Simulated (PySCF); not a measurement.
C5H11O2P.
InChI=1S/C5H11O2P/c1-3-4-8(7)5(2)6/h8H,3-4H2,1-2H3

The calculation used TDDFT PBE0/def2-SVPD, vertical, gas phase, core orbitals frozen in the response (PySCF). The structure is a single GFN2-xTB conformer in the gas phase; no vibrational or solvent corrections. Torsions of this conformer, `[CH3:1][CH2:2][CH2:3][P@H:4](=[O:5])[C:6]([CH3:7])=[O:8]`: C1–C2–C3–P4 -62°, C2–C3–P4–O5 -47°, C3–P4–C6–C7 101°.

```tsv
state	E (eV)	λ (nm)	ν̃ (cm⁻¹)	f	main configurations (H = HOMO, L = LUMO)
S1	3.63	341.5	29280	0.0011	H→L (96%)
S2	5.34	232.2	43060	0.0089	H-1→L (99%)
S3	6.07	204.3	48940	0.0016	H-2→L (93%)
S4	6.48	191.4	52240	0.0065	H→L+1 (87%)
S5	6.83	181.6	55050	0.015	H→L+2 (68%), H→L+4 (12%), H→L+3 (11%)
S6	7.04	176.1	56780	0.0075	H→L+3 (78%), H→L+2 (13%)
```

Triplets, Tamm–Dancoff:

| state | E (eV) | λ (nm) | main configurations (H = HOMO, L = LUMO) |
| --- | --- | --- | --- |
| T1 | 3.02 | 410.5 | H→L (94%) |
| T2 | 5.11 | 242.6 | H-1→L (94%) |

The lowest singlet lies at 3.63 eV (341 nm, ultraviolet) and is very weak; its leading configuration is HOMO→LUMO (96%). The most intense listed level is S5 at 6.83 eV (182 nm, f = 0.015), 3.20 eV above S1. Löwdin shares by element: HOMO oxygen 59%, carbon 13% or more, phosphorus 11% (atoms not listed hold the other 17%); LUMO carbon 46% or more, oxygen 32% or more, phosphorus 8%. Orbital energies (eV): HOMO-3 -9.84, HOMO-2 -9.25, HOMO-1 -8.14, HOMO -7.20, LUMO -1.58, LUMO+1 0.38, LUMO+2 0.88. Weighted by f, the mean energy of these states is 6.36 eV. The oscillator strengths of these states sum to 0.040; summed over the whole spectrum of an exact calculation they would give the number of electrons, 72 (Thomas–Reiche–Kuhn). No computed singlet lies in the visible range (380 to 750 nm); the lowest, at 341 nm, stands 0.37 eV above its violet end (3.26 eV); a Tamm–Dancoff triplet lies at 411 nm, without intensity as long as spin–orbit coupling is left out. Only the lowest 6 singlets were computed, as vertical energies without vibronic structure.
